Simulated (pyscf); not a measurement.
Single points on ωB97X-D3(BJ)/def2-SVP structures (PySCF, gas phase). MP2 and CC: frozen core, UHF for open shells. ΔMP2 is the change of the MP2 total energy from the triple- to the quadruple-zeta basis. Singlets are restricted, triplets unrestricted.

Singlet (Å):
```xyz
6

Si    -2.4253     0.9008     0.7084
Si    -0.6548    -0.5745     0.6544
P      0.4546    -0.1535    -1.0538
H     -2.8939     0.3770    -0.6414
H      0.0890    -1.0968     1.8370
H     -0.7187     0.2421    -1.7665
```

Triplet (Å):
```xyz
6

Si    -0.1527    -0.9338    -1.0787
Si     1.6676    -0.1796    -0.0497
P      1.6874     0.4272     1.9541
H     -1.4337    -1.0164    -0.3108
H      2.8955    -0.1298    -0.8835
H      0.2969     0.1262     2.0843
```

Problem. For these two minima of :HSi–SiH=PH, which spin state lies lower at CCSD(T)/def2-TZVPP + ΔMP2(QZVPP), and by how much (electronic energies)?

Solution. The singlet, by 58.0 kJ/mol. Zero-point energy shifts E(triplet) − E(singlet) by -0.1 kJ/mol. Other isomers of :HSi–SiH=PH [singlet] were not searched in full and may lie lower. 

E(triplet) − E(singlet) by level (kJ/mol):

```
level                               gap
--------------------------------  -----
ωB97X-D3(BJ)/def2-TZVP            +48.9
PBE/def2-TZVP                     +41.3
r²SCAN/def2-TZVP                  +19.8
B3LYP-D3(BJ)/def2-TZVP            +49.5
PBE0-D3(BJ)/def2-TZVP             +32.6
M06-2X/def2-TZVP                  +43.9
ωB97M-D3(BJ)/def2-TZVP            +63.0
HF/def2-TZVP                      -37.0
MP2/def2-QZVPP                    +70.9
CCSD/def2-TZVPP                   +45.0
CCSD(T)/def2-TZVPP                +53.2
CCSD(T)/def2-TZVPP + ΔMP2(QZVPP)  +58.0
```

The triplet is the lowest one reached from the SCF start used. The CCSD(T) − MP2 part came from Ansatz, without density fitting, on the same reference. A UHF reference is spin-contaminated (<S²> up to 2.31), which harms MP2 most.
